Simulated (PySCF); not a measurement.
Vertical excitations of a molecule C8H6N2Se from PySCF with TDA-PBE/def2-SVP, as energy in eV (oscillator strength): 3.17 (0.006), 3.64 (0.004), 3.94 (0.008), 4.03 (0.086), 4.13 (0.087), 4.29 (0.169). Lowest triplet (TDA): 2.83 eV. Coordinates come from a B3LYP-D3(BJ)/def2-SVP optimisation. The values are those of a single conformer.

Q: Which structure fits?
A) CCc1c[se]c(C#N)c1C#N
B) c1cnc(-c2ccc[se]2)nc1
C) c1c[se]c(-c2cncnc2)c1

A: C, c1c[se]c(-c2cncnc2)c1
